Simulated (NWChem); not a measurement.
System: C₂H₇NOSi, singlet; SMILES N(C)(C)[Si]O

Input file for NWChem:

```
start job
memory heap 200 mb stack 900 mb global 1100 mb
geometry units angstroms noautosym nocenter noautoz
  Si    -0.796611     0.915576     0.000086
  O      0.460486     2.017503    -0.001135
  H      1.389263     1.761088    -0.004896
  N      0.004457    -0.637608    -0.000027
  C     -0.831035    -1.816878    -0.002793
  C      1.411684    -0.937502     0.000808
  H     -0.653203    -2.444347    -0.896360
  H     -0.653246    -2.448233     0.888049
  H     -1.894185    -1.525803    -0.002233
  H      1.703529    -1.529628     0.888644
  H      1.707755    -1.518531    -0.892981
  H      2.020043    -0.020360     0.008372
end
basis spherical
  Si library def2-svp
  O library def2-svp
  H library def2-svp
  N library def2-svp
  C library def2-svp
end
dft
  xc m06-2x
  iterations 150
end
cosmo
  do_cosmo_smd true
  solvent cychexon
end
task dft energy
```

Parts of the log:

```
             Northwest Computational Chemistry Package (NWChem) 7.3.0
             --------------------------------------------------------

                             Geometry "geometry" -> ""
                             -------------------------

 Output coordinates in angstroms (scale by  1.889725989 to convert to a.u.)

  No.       Tag          Charge          X              Y              Z
 ---- ---------------- ---------- -------------- -------------- --------------
    1 Si                  14.0000    -0.79661100     0.91557600     0.00008600
    2 O                    8.0000     0.46048600     2.01750300    -0.00113500
    3 H                    1.0000     1.38926300     1.76108800    -0.00489600
    4 N                    7.0000     0.00445700    -0.63760800    -0.00002700
    5 C                    6.0000    -0.83103500    -1.81687800    -0.00279300
    6 C                    6.0000     1.41168400    -0.93750200     0.00080800
    7 H                    1.0000    -0.65320300    -2.44434700    -0.89636000
    8 H                    1.0000    -0.65324600    -2.44823300     0.88804900
    9 H                    1.0000    -1.89418500    -1.52580300    -0.00223300
   10 H                    1.0000     1.70352900    -1.52962800     0.88864400
   11 H                    1.0000     1.70775500    -1.51853100    -0.89298100
   12 H                    1.0000     2.02004300    -0.02036000     0.00837200

 Effective nuclear repulsion energy (a.u.)     230.6141205547

                                 NWChem DFT Module
                                 -----------------

 Summary of "ao basis" -> "ao basis" (spherical)
 ------------------------------------------------------------------------------
       Tag                 Description            Shells   Functions and Types
 ---------------- ------------------------------  ------  ---------------------
 Si                         def2-svp                 8       18   4s3p1d
 O                          def2-svp                 6       14   3s2p1d
 H                          def2-svp                 3        5   2s1p
 N                          def2-svp                 6       14   3s2p1d
 C                          def2-svp                 6       14   3s2p1d

 in cosmo_initialize ...
 calling solv_data for solv:cychexon

 solvent parameters
 solvname_short: cychexon
 solvname_long:  cyclohexanone
 dielec:       15.6190
 dielecinf:     2.1045
 nonaqueous SMD model solvent descriptors
 dielec:       15.6190
 sola:          0.0000
 solb:          0.5600
 solc:          0.0000
 solg:         49.7600
 solh:          0.0000
 soln:          1.4507

          ---------------
          -cosmo- solvent
          ---------------
 Cosmo: York-Karplus, doi: 10.1021/jp992097l
 dielectric constant -eps-     =  15.62
 screen = (eps-1)/(eps    )    =   0.93598
 surface charge correction     = lagrangian

   van der Waals surface
 --------------------------

 ---------- ATOMIC COORDINATES (A.U.) ------------ VDWR(ANG.) --
     1   -1.50537651    1.73018776    0.00016252     2.470
     2    0.87019236    3.81252785   -0.00214484     2.294
     3    2.62532640    3.32797376   -0.00925210     1.200
     4    0.00842251   -1.20490441   -0.00005102     1.890
     5   -1.57042844   -3.43340157   -0.00527800     1.850
     6    2.66769594   -1.77162189    0.00152690     1.850
     7   -1.23437468   -4.61914605   -1.69387479     1.200
     8   -1.23445594   -4.62648953    1.67816927     1.200
     9   -3.57949062   -2.88334958   -0.00421976     1.200
    10    3.21920302   -2.89057778    1.67929366     1.200
    11    3.22718901   -2.86960750   -1.68748940     1.200
    12    3.81732776   -0.03847482    0.01582079     1.200
 number of segments per atom =        128
 number of   points per atom =        128
 atom (   nspa,  nppa )
 ----------------------
    1 (     72,     0 )       0
    2 (     80,     0 )       0
    3 (      0,     0 )       0
    4 (     22,     0 )       0
    5 (     48,     0 )       0
    6 (     49,     0 )       0
    7 (     55,     0 )       0
    8 (     55,     0 )       0
    9 (     43,     0 )       0
   10 (     55,     0 )       0
   11 (     55,     0 )       0
   12 (     36,     0 )       0
 number of -cosmo- surface points =      570
 molecular surface =    143.508 angstrom**2
 molecular volume  =    130.582 angstrom**3
 -lineq- algorithm             =   0
 -bem- low  level              =   3
 -bem- from -octahedral-
 gaussian surface charge width =   4.50000
 degree of switching           =   1.00000
 switching function tolerance  =   0.00010
 atomic radii =
 --------------
    1 14.000  2.470
    2  8.000  2.294
    3  1.000  1.200
    4  7.000  1.890
    5  6.000  1.850
    6  6.000  1.850
    7  1.000  1.200
    8  1.000  1.200
    9  1.000  1.200
   10  1.000  1.200
   11  1.000  1.200
   12  1.000  1.200
 ...... end of -cosmo- initialization ......

 nat:                    12
 ixmem:                  7844
 calling mnsol_interface()
 G(SMD-CDS) energy (kcal/mol)  =    -0.962
 SMD-CDS SASA (angstrom**2)    =   155.296

            General Information
            -------------------
          SCF calculation type: DFT
          Wavefunction type:  closed shell.
          No. of atoms     :    12
          No. of electrons :    48
           Alpha electrons :    24
            Beta electrons :    24
          Charge           :     0
          Spin multiplicity:     1
          Use of symmetry is: off; symmetry adaption is: off
          Maximum number of iterations: 150
          AO basis - number of functions:   109
                     number of shells:    53
          Convergence on energy requested:  1.00D-06
          Convergence on density requested:  1.00D-05
          Convergence on gradient requested:  5.00D-04

              XC Information
              --------------
                       M06-2X Method XC Functional
                     Hartree-Fock (Exact) Exchange  0.540
                        M06-2X Exchange Functional  1.000
                      M06-2X Correlation Potential  1.000

             Grid Information
             ----------------
          Grid used for XC integration:  medium
          Radial quadrature: Mura-Knowles
          Angular quadrature: Lebedev.
          Tag              B.-S. Rad. Rad. Pts. Rad. Cut. Ang. Pts.
          ---              ---------- --------- --------- ---------
          Si                  1.10       88          10.0       590
          O                   0.60       49          12.0       434
          H                   0.35       45          12.0       434
          N                   0.65       49           8.0       434
          C                   0.70       49          11.0       434
          Grid pruning is: on
          Number of quadrature shells:   599
          Spatial weights used:  Erf1

      Superposition of Atomic Density Guess
      -------------------------------------

 Sum of atomic energies:        -496.41845391

      Non-variational initial energy
      ------------------------------

 Total energy =    -498.966233
 1-e energy   =   -1139.662701
 2-e energy   =     410.082348
 HOMO         =      -0.265096
 LUMO         =      -0.002964

   convergence    iter        energy       DeltaE   RMS-Dens  Diis-err
 ---------------- ----- ----------------- --------- --------- ---------
     COSMO gas phase
 d= 0,ls=0.0,diis     1   -499.4899520879 -7.30D+02  7.86D-03  5.54D-01
 d= 0,ls=0.0,diis     2   -499.5016857854 -1.17D-02  3.77D-03  6.10D-01
 d= 0,ls=0.0,diis     3   -499.5580624665 -5.64D-02  7.21D-04  1.25D-02
 d= 0,ls=0.0,diis     4   -499.5591920246 -1.13D-03  2.48D-04  1.65D-03
 d= 0,ls=0.0,diis     5   -499.5593487198 -1.57D-04  9.78D-05  1.98D-04
  Resetting Diis
 d= 0,ls=0.0,diis     6   -499.5593708142 -2.21D-05  2.67D-05  5.99D-06
 d= 0,ls=0.0,diis     7   -499.5593716554 -8.41D-07  1.14D-05  7.80D-07
 d= 0,ls=0.0,diis     8   -499.5593716793 -2.39D-08  5.28D-06  7.30D-07

   convergence    iter        energy       DeltaE   RMS-Dens  Diis-err
 ---------------- ----- ----------------- --------- --------- ---------
     COSMO solvation phase
 d= 0,ls=0.0,diis     1   -499.5668324016 -7.46D-03  1.13D-03  2.25D-03
 d= 0,ls=0.0,diis     2   -499.5676658626 -8.33D-04  3.40D-04  4.40D-04
 d= 0,ls=0.0,diis     3   -499.5677255868 -5.97D-05  1.33D-04  1.86D-04
 d= 0,ls=0.0,diis     4   -499.5677496781 -2.41D-05  5.73D-05  2.97D-05
 d= 0,ls=0.0,diis     5   -499.5677537323 -4.05D-06  1.49D-05  5.03D-07
 d= 0,ls=0.0,diis     6   -499.5677538716 -1.39D-07  4.10D-06  2.22D-07

         Total DFT energy =     -499.567753871592
      One electron energy =    -1144.123561105525
           Coulomb energy =      463.838488655800
    Exchange-Corr. energy =      -49.776213264447
 Nuclear repulsion energy =      230.614120554693

             COSMO energy =       -0.120588712113

 Numeric. integr. density =       47.999983256043

                                COSMO-SMD solvation results
                                ---------------------------

             internal energy in gas <Psi(g)|H|Psi(g)> =      -499.559371679282
         internal energy in solvent <Psi(s)|H|Psi(s)> =      -499.558224688109
                               delta internal energy  =         0.001146991174 (    0.72 kcal/mol)
   total free energy in solvent <Psi(s)|H+V/2|Psi(s)> =      -499.566220451126
 polarization energy contribution <Psi(s)|V/2|Psi(s)> =        -0.007995763017 (   -5.02 kcal/mol)
    total free energy in solvent including G(SMD-CDS) =      -499.567753871592
                       G(SMD-CDS) energy contribution =        -0.001533420466 (   -0.96 kcal/mol)
     1 M fixed-concentration free energy of solvation =        -0.008382192310 (   -5.26 kcal/mol)

                       DFT Final Molecular Orbital Analysis
                       ------------------------------------

 Vector   22  Occ=2.000000D+00  E=-4.077611D-01
              MO Center= -8.6D-03,  5.1D-01, -1.4D-03, r^2= 4.3D+00
   Bfn.  Coefficient  Atom+Function         Bfn.  Coefficient  Atom+Function
  ----- ------------  ---------------      ----- ------------  ---------------
    23      0.444928   2 O  py               26      0.332255   2 O  py
    42     -0.254331   4 N  py               56     -0.223521   5 C  py
    90     -0.154086   9 H  s                45      0.143832   4 N  py
     9     -0.135637   1 Si py               80      0.117391   7 H  s
    85      0.117830   8 H  s                40      0.107428   4 N  s

 Vector   23  Occ=2.000000D+00  E=-2.931256D-01
              MO Center=  6.7D-02, -7.2D-01,  8.5D-04, r^2= 2.5D+00
   Bfn.  Coefficient  Atom+Function         Bfn.  Coefficient  Atom+Function
  ----- ------------  ---------------      ----- ------------  ---------------
    43      0.479866   4 N  pz               46     -0.433842   4 N  pz
    80     -0.162029   7 H  s                85      0.161916   8 H  s
    95      0.154649  10 H  s               100     -0.154859  11 H  s
    13     -0.150793   1 Si pz               24      0.146877   2 O  pz
    27      0.133649   2 O  pz               57      0.129587   5 C  pz

 Vector   24  Occ=2.000000D+00  E=-2.876635D-01
              MO Center= -1.2D+00,  9.2D-01, -1.5D-03, r^2= 2.4D+00
   Bfn.  Coefficient  Atom+Function         Bfn.  Coefficient  Atom+Function
  ----- ------------  ---------------      ----- ------------  ---------------
     3      0.464549   1 Si s                 4      0.459147   1 Si s
    11     -0.306899   1 Si px                2      0.285356   1 Si s
     8     -0.270453   1 Si px               40     -0.184697   4 N  s
    42      0.171759   4 N  py               21     -0.157258   2 O  s
     5      0.148925   1 Si px               45     -0.132802   4 N  py

 Vector   25  Occ=0.000000D+00  E= 7.773985D-03
              MO Center= -7.3D-01,  7.8D-01, -5.6D-04, r^2= 3.3D+00
   Bfn.  Coefficient  Atom+Function         Bfn.  Coefficient  Atom+Function
  ----- ------------  ---------------      ----- ------------  ---------------
    13      0.797101   1 Si pz               10      0.329818   1 Si pz
    46     -0.292128   4 N  pz               27     -0.237855   2 O  pz
    43      0.238398   4 N  pz               24     -0.199293   2 O  pz
     7     -0.183796   1 Si pz              101     -0.146893  11 H  s
    96      0.145693  10 H  s                81     -0.092531   7 H  s

 Vector   26  Occ=0.000000D+00  E= 7.607820D-02
              MO Center= -3.0D-01,  8.8D-01, -8.7D-04, r^2= 5.6D+00
   Bfn.  Coefficient  Atom+Function         Bfn.  Coefficient  Atom+Function
  ----- ------------  ---------------      ----- ------------  ---------------
    12      0.818586   1 Si py               21     -0.765756   2 O  s
    54      0.650388   5 C  s                68     -0.643840   6 C  s
    34      0.475364   3 H  s                91     -0.453710   9 H  s
    40      0.427774   4 N  s               106      0.378590  12 H  s
    11      0.315737   1 Si px               58     -0.255026   5 C  px

 Vector   27  Occ=0.000000D+00  E= 9.721814D-02
              MO Center=  5.1D-01, -8.3D-01, -1.6D-03, r^2= 7.4D+00
   Bfn.  Coefficient  Atom+Function         Bfn.  Coefficient  Atom+Function
  ----- ------------  ---------------      ----- ------------  ---------------
    68      1.454443   6 C  s                54      1.282743   5 C  s
    96     -0.699236  10 H  s               101     -0.700696  11 H  s
   106     -0.649786  12 H  s                81     -0.639584   7 H  s
    86     -0.638878   8 H  s                91     -0.515204   9 H  s
    40      0.487157   4 N  s                 4     -0.475272   1 Si s

     Multipole analysis of the density
     ---------------------------------

     L   x y z        total         alpha         beta         nuclear
     -   - - -        -----         -----         ----         -------
     0   0 0 0     -0.000000    -24.000000    -24.000000     48.000000

     1   1 0 0      1.047899      0.839172      0.839172     -0.630445
     1   0 1 0     -1.161609     -0.810158     -0.810158      0.458708
     1   0 0 1     -0.003371      0.027964      0.027964     -0.059300

     2   2 0 0    -27.357047    -90.370692    -90.370692    153.384338
     2   1 1 0      2.381159     -1.688583     -1.688583      5.758325
     2   1 0 1     -0.003053     -0.044732     -0.044732      0.086411
     2   0 2 0    -30.990175   -183.814161   -183.814161    336.638147
     2   0 1 1     -0.005312     -0.033027     -0.033027      0.060741
     2   0 0 2    -28.275906    -19.814795    -19.814795     11.353684
```

Level: M06-2X/def2-SVP, SMD on the gas-phase geometry. Low-valent species are run as closed-shell singlets; no triplet was tried in these runs. Geometry: optimised at PBE0/def2-SVP. No frequency run checked for a minimum. Solvent: cyclohexanone.
